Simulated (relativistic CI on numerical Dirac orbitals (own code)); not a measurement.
**Lu⁵⁰⁺: computed level list**

Calculated at this level of theory: Dirac-Coulomb-Breit CI, separate exchange-only KLI orbitals for each configuration, a model potential for QED, unscaled Slater integrals (own radial code, finite nucleus).

Configurations in the expansion (outside the closed core [Ne]): 3s2.3p6.3d3, 3s2.3p5.3d4, 3s.3p6.3d4, 3s2.3p6.3d2.4s, 3s2.3p6.3d2.4p, 3s2.3p6.3d2.4d, 3s2.3p5.3d3.4s, 3s2.3p6.3d2.4f, 3s2.3p5.3d3.4p, 3s.3p6.3d3.4s, 3p6.3d4.4p, 3p6.3d5, 3p5.3d6, 3p5.3d5.4s, 3p6.3d4.4s, 3p5.3d4.4s2, 3s2.3p6.3d.4s2, 3s2.3p6.4s2.4p, 3s2.3p6.4s2.4d. Double excitations out of closed p, d and f shells are left out; levels of such configurations are missing from the list, as are those of other unlisted configurations, and high levels can miss mixing partners. These lack a partner that the ground configuration has and come out too high: 3s2.3p5.3d3.4p.

The lowest level is 3s2.3p6.3d3 4F_3/2, with 46 % of that term; Hund's rules for 3s2.3p6.3d3 give 4F with J = 3/2, in agreement.

```csv
No.,Configuration,Term,J,E (Ry),%,Landé g,jj configuration (%)
1,3s2.3p6.3d3,4F,3/2,0.0000,46,0.706,3d3/2^3 (98)
2,3s2.3p6.3d3,4F,5/2,3.8403,83,1.050,3d3/2^2 3d5/2 (99)
3,3s2.3p6.3d3,4P,3/2,4.3149,39,1.177,3d3/2^2 3d5/2 (98)
4,3s2.3p6.3d3,2G,7/2,4.5552,49,1.040,3d3/2^2 3d5/2 (96)
5,3s2.3p6.3d3,2H,9/2,4.5636,45,1.037,3d3/2^2 3d5/2 (99)
6,3s2.3p6.3d3,4P,1/2,4.7008,58,1.819,3d3/2^2 3d5/2 (100)
7,3s2.3p6.3d3,2D,5/2,6.3395,41,1.258,3d3/2^2 3d5/2 (94)
8,3s2.3p6.3d3,4F,7/2,8.3305,64,1.109,3d3/2 3d5/2^2 (98)
9,3s2.3p6.3d3,4F,9/2,8.6458,51,1.130,3d3/2 3d5/2^2 (97)
10,3s2.3p6.3d3,4P,3/2,9.0442,41,1.113,3d3/2 3d5/2^2 (99)
11,3s2.3p6.3d3,2P,1/2,9.2572,58,1.497,3d3/2 3d5/2^2 (100)
12,3s2.3p6.3d3,2H,11/2,9.3341,100,1.080,3d3/2 3d5/2^2 (100)
13,3s2.3p6.3d3,2D,5/2,9.3925,44,1.270,3d3/2 3d5/2^2 (94)
14,3s2.3p6.3d3,2F,5/2,9.9778,43,1.098,3d3/2 3d5/2^2 (97)
15,3s2.3p6.3d3,2F,7/2,10.0413,80,1.088,3d3/2 3d5/2^2 (98)
16,3s2.3p6.3d3,2D,3/2,11.4751,75,0.905,3d3/2 3d5/2^2 (94)
17,3s2.3p6.3d3,2G,9/2,13.1288,51,1.154,3d5/2^3 (98)
18,3s2.3p6.3d3,2D,3/2,14.1883,47,1.111,3d5/2^3 (94)
19,3s2.3p6.3d3,2D,5/2,14.9376,60,1.159,3d5/2^3 (96)
20,3p5.3d4(3P),4P°,3/2,19.8685,21,1.441,3p3/2^3 3d3/2^4 (95)
21,3p5.3d4(5D),6D°,5/2,23.2320,29,1.493,3p3/2^3 3d3/2^3 3d5/2 (94)
22,3p5.3d4(5D),4P°,1/2,23.8066,28,1.842,3p3/2^3 3d3/2^3 3d5/2 (96)
23,3p5.3d4(3P),2D°,3/2,23.9557,25,1.305,3p3/2^3 3d3/2^3 3d5/2 (96)
24,3p5.3d4(3D),4D°,7/2,23.9654,22,1.302,3p3/2^3 3d3/2^3 3d5/2 (89)
25,3p5.3d4(3F),4F°,9/2,24.0132,29,1.222,3p3/2^3 3d3/2^3 3d5/2 (93)
26,3p5.3d4(3F),4G°,11/2,24.3732,33,1.159,3p3/2^3 3d3/2^3 3d5/2 (96)
27,3p5.3d4(1G),2G°,7/2,24.4760,22,1.084,3p3/2^3 3d3/2^3 3d5/2 (94)
28,3p5.3d4(5D),4F°,5/2,24.8772,28,1.068,3p3/2^3 3d3/2^3 3d5/2 (94)
29,3p5.3d4(3F),4D°,3/2,24.9989,23,1.431,3p3/2^3 3d3/2^3 3d5/2 (88)
30,3p5.3d4(3F),4D°,5/2,25.3333,26,1.285,3p3/2^3 3d3/2^3 3d5/2 (90)
31,3p5.3d4(3F),2G°,9/2,25.4884,29,1.138,3p3/2^3 3d3/2^3 3d5/2 (92)
32,3p5.3d4(3F),4F°,7/2,25.6858,27,1.153,3p3/2^3 3d3/2^3 3d5/2 (91)
33,3p5.3d4(5D),4D°,1/2,26.8137,41,0.582,3p3/2^3 3d3/2^3 3d5/2 (94)
34,3p5.3d4(3H),4G°,5/2,27.3341,42,0.807,3p3/2^3 3d3/2^3 3d5/2 (90)
35,3p5.3d4(5D),6D°,9/2,27.5445,33,1.254,3p3/2^3 3d3/2^2 3d5/2^2 (90)
36,3p5.3d4(5D),6D°,7/2,27.5940,29,1.342,3p3/2^3 3d3/2^2 3d5/2^2 (87)
37,3p5.3d4(5D),4F°,3/2,27.9128,21,1.357,3p3/2^3 3d3/2^2 3d5/2^2 (87)
38,3p5.3d4(3F),4D°,1/2,27.9261,34,1.396,3p3/2^3 3d3/2^2 3d5/2^2 (97)
39,3p5.3d4(5D),6F°,11/2,27.9907,28,1.203,3p3/2^3 3d3/2^2 3d5/2^2 (96)
40,3p5.3d4(3G),4F°,3/2,28.0508,36,0.827,3p3/2^3 3d3/2^3 3d5/2 (81)
41,3p5.3d4(3G),4F°,5/2,28.2563,25,1.271,3p3/2^3 3d3/2^2 3d5/2^2 (91)
42,3p5.3d4(3G),4H°,13/2,28.3567,46,1.150,3p3/2^3 3d3/2^2 3d5/2^2 (98)
43,3p5.3d4(3G),4F°,7/2,28.4672,22,1.083,3p3/2^3 3d3/2^2 3d5/2^2 (99)
44,3p5.3d4(3G),4G°,11/2,28.5432,30,1.151,3p3/2^3 3d3/2^2 3d5/2^2 (97)
45,3p5.3d4(3F),4F°,7/2,28.5724,22,1.223,3p3/2^3 3d3/2^2 3d5/2^2 (91)
46,3p5.3d4(3H),4I°,15/2,28.5958,51,1.123,3p3/2^3 3d3/2^2 3d5/2^2 (99)
47,3p5.3d4(5D),6F°,9/2,28.6063,24,1.174,3p3/2^3 3d3/2^2 3d5/2^2 (94)
48,3p5.3d4(3D),4P°,3/2,28.7853,30,1.411,3p3/2^3 3d3/2^2 3d5/2^2 (92)
49,3s2.3p5.3d4,2D°,5/2,28.8126,19,1.160,3p3/2^3 3d3/2^2 3d5/2^2 (94)
50,3p5.3d4(3G),2H°,9/2,28.9343,39,1.065,3p3/2^3 3d3/2^2 3d5/2^2 (96)
51,3p5.3d4(3D),4D°,5/2,28.9357,39,1.301,3p3/2^3 3d3/2^2 3d5/2^2 (93)
52,3p5.3d4(3P),4D°,7/2,29.2565,37,1.185,3p3/2^3 3d3/2^2 3d5/2^2 (97)
53,3p5.3d4(1I),2I°,13/2,29.2650,54,1.098,3p3/2^3 3d3/2^2 3d5/2^2 (98)
54,3p5.3d4(1G),2F°,5/2,29.2727,42,0.984,3p3/2^3 3d3/2^2 3d5/2^2 (94)
55,3p5.3d4(3F),4G°,9/2,29.3725,36,1.143,3p3/2^3 3d3/2^2 3d5/2^2 (95)
56,3p5.3d4(1G),2H°,11/2,29.4506,53,1.092,3p3/2^3 3d3/2^2 3d5/2^2 (99)
57,3p5.3d4(5D),4F°,3/2,29.5740,38,0.891,3p3/2^3 3d3/2^2 3d5/2^2 (93)
58,3p5.3d4(3H),4G°,7/2,30.1606,25,1.121,3p3/2^3 3d3/2^2 3d5/2^2 (95)
59,3p5.3d4(3F),4G°,11/2,30.2185,51,1.167,3p3/2^3 3d3/2^2 3d5/2^2 (96)
60,3p5.3d4(3D),2D°,3/2,30.3357,31,1.146,3p3/2^3 3d3/2^2 3d5/2^2 (93)
61,3p5.3d4(3F),4D°,1/2,30.3582,55,0.690,3p3/2^3 3d3/2^2 3d5/2^2 (89)
62,3p5.3d4(3H),2H°,9/2,30.4876,29,1.091,3p3/2^3 3d3/2^2 3d5/2^2 (92)
63,3p5.3d4(1G),2F°,5/2,30.6010,35,1.124,3p3/2^3 3d3/2^2 3d5/2^2 (92)
64,3p5.3d4(1D),2P°,3/2,30.6706,24,1.128,3p3/2^3 3d3/2^2 3d5/2^2 (90)
65,3p5.3d4(5D),4F°,5/2,30.7909,34,1.134,3p3/2^3 3d3/2^2 3d5/2^2 (93)
66,3p5.3d4(3P),4D°,7/2,30.8353,30,1.133,3p3/2^3 3d3/2^2 3d5/2^2 (93)
67,3p5.3d4(1I),2H°,11/2,31.1445,44,1.074,3p3/2^3 3d3/2^2 3d5/2^2 (95)
68,3p5.3d4(3F),4F°,9/2,31.3024,44,1.172,3p3/2^3 3d3/2^2 3d5/2^2 (88)
69,3p5.3d4(3G),2G°,7/2,31.5578,26,1.094,3p3/2^3 3d3/2^2 3d5/2^2 (93)
70,3p5.3d4(3F),4D°,3/2,31.5647,32,1.112,3p3/2^3 3d3/2^2 3d5/2^2 (93)
```

Energies count from the lowest computed level; ° marks odd parity. Percentages are summed over parent terms; the parents shown are those of the largest component, closed shells are left out there. Filled j subshells are mostly left out of the jj labels.

The mean weight of the leading LS term, summed over parents, in these 70 levels is 39 %, and that of the leading jj configuration (from the same eigenvectors) 94 %, so jj coupling describes them better and the LS labels are nominal.

At this charge energies of transitions that change n are usually good to better than 1 %, and those within a shell (Δn = 0) to a few per cent.

LS names give the leading component of a level, which can be under half, so a name can repeat, a term be missing and a line seem to break the LS rules.
